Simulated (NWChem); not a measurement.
# N-methylmethanimine (C2H5N); SMILES C=NC

```xyz
8

C     -0.1320     1.1465     0.0000
N      0.5337    -0.1349     0.0000
C     -0.1821    -1.1879     0.0000
H      0.1966     1.7299     0.8865
H      0.1966     1.7299    -0.8865
H     -1.2499     1.0924     0.0000
H     -1.3031    -1.1774     0.0000
H      0.3083    -2.1821     0.0000
```
Atoms are numbered in this order, from 1.

Program: NWChem. Geometry: optimised at PBE-D3(BJ)/def2-SVP. Total energies compare along this basis series because the functional is fixed.

```csv
level,basis functions,energy (Ha),highest occupied level (eV),orbital gap (eV),dipole (D)
PBE/STO-3G,20,-132.0778,___,___,1.39
PBE/def2-SVP,67,-133.6621,-5.63,4.37,1.27
PBE/def2-SVPD,100,-133.6733,-5.90,4.32,1.40
PBE/def2-TZVP,123,-133.8132,-5.90,4.37,1.36
PBE/def2-TZVPD,156,-133.8142,-5.95,4.34,1.39
PBE/def2-TZVPP,163,-133.8149,-5.90,4.37,1.35
```

Task: Complete the blanks.

Result: 
- PBE/STO-3G, highest occupied level (eV): -3.10
- PBE/STO-3G, orbital gap (eV): 4.58
